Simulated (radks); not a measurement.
Values are calculated unless marked as measured or tabulated.
Question: As26+, configuration [He] 2s2 2p2.75 3s0.25 (fractional occupations, a model configuration). Level of theory: scalar-relativistic Kohn-Sham, AM05, spin-unpolarised, spherical densities, finite nucleus; Fermi nuclear charge, rms radius 4.0968 fm (a radial shooting solver on a logarithmic mesh with Libxc functionals). Some entries of the table are withheld. Estimate them.

| orbital | occ. | eigenvalue (hartree) | <1/r> (bohr^-1) |
|---|---|---|---|
| 1s | 2 | -489.6156 | 33.50 |
| 2s | 2 | (1) | 7.801 |
| 2p | 2.75 | (2) | 7.631 |
| 3s | 0.25 | -43.29366 | (3) |

Answer: 
(1) 2s eigenvalue (hartree): -105.1811
(2) 2p eigenvalue (hartree): -100.1179
(3) 3s <1/r> (bohr^-1): 3.254
